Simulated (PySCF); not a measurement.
**Radial density of Pt (platinum, neutral)**

MN15, [Xe] 4f14 5d9 6s1, high-spin 3D determinant. All numbers are calculated (PySCF 2.14, a scalar-relativistic core potential, in cc-pVTZ-PP with ECP60MDF (5s5p4d2f1g, 63 functions)). This is the valence pseudo-density: the core potential removes the inner electrons and smooths the orbitals near the nucleus.

```json
{"r (bohr)": "0.150", "4πr²ρ (e/bohr)": "0.0001219", "4πr²(ρα − ρβ)": "0.0000"}
{"r (bohr)": "0.253", "4πr²ρ (e/bohr)": "0.004644", "4πr²(ρα − ρβ)": "0.0002"}
{"r (bohr)": "0.425", "4πr²ρ (e/bohr)": "0.4044", "4πr²(ρα − ρβ)": "0.0130"}
{"r (bohr)": "0.715", "4πr²ρ (e/bohr)": "8.954", "4πr²(ρα − ρβ)": "0.2449"}
{"r (bohr)": "1.20", "4πr²ρ (e/bohr)": "13.72", "4πr²(ρα − ρβ)": "0.6764"}
{"r (bohr)": "2.02", "4πr²ρ (e/bohr)": "4.314", "4πr²(ρα − ρβ)": "0.7884"}
{"r (bohr)": "3.40", "4πr²ρ (e/bohr)": "0.7498", "4πr²(ρα − ρβ)": "0.3182"}
{"r (bohr)": "5.72", "4πr²ρ (e/bohr)": "0.04142", "4πr²(ρα − ρβ)": "0.0297"}
{"r (bohr)": "9.63", "4πr²ρ (e/bohr)": "0.0002540", "4πr²(ρα − ρβ)": "0.0002"}
```

Energies and moments cover only the electrons outside the core potential. Spin-orbit coupling, absent here, splits the open shell strongly.
